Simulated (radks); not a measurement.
Q: The tantalum ion Ta30+, 43 electrons, occupied as [Kr] 4d7. Method: Dirac Kohn-Sham, relativistic LDA (MacDonald-Vosko exchange, VWN5 correlation), spin-unpolarised, spherical densities, finite nucleus; open shells fill j = l - 1/2 first; Fermi nuclear charge, rms radius 5.3507 fm; computed with a radial shooting solver on a logarithmic mesh with Libxc functionals. Some entries of the table are withheld. Estimate them.

orbital  occ.  eigenvalue (eV)  <1/r> (bohr^-1)
1s1/2       2        -67892.80            84.99
2s1/2       2        -12592.27            20.65
2p1/2       2        -12094.61            20.63
2p3/2       4        -10841.27            17.45
3s1/2       2        -3732.565            7.626
3p1/2       2        -3511.132              (1)
3p3/2       4        -3237.714              (2)
3d3/2       4        -2862.817            6.616
3d5/2       6        -2802.920            6.421
4s1/2       2        -1530.526              (3)
4p1/2       2        -1436.655            3.405
4p3/2       4        -1358.323            3.133
4d3/2       4        -1203.567            3.001
4d5/2       3        -1187.180            2.938
5s1/2       0        -818.9325            1.905
5p1/2       0        -776.4603            1.858
5p3/2       0        -746.0461            1.751

A: 
(1) 3p1/2 <1/r> (bohr^-1): 7.544
(2) 3p3/2 <1/r> (bohr^-1): 6.728
(3) 4s1/2 <1/r> (bohr^-1): 3.483
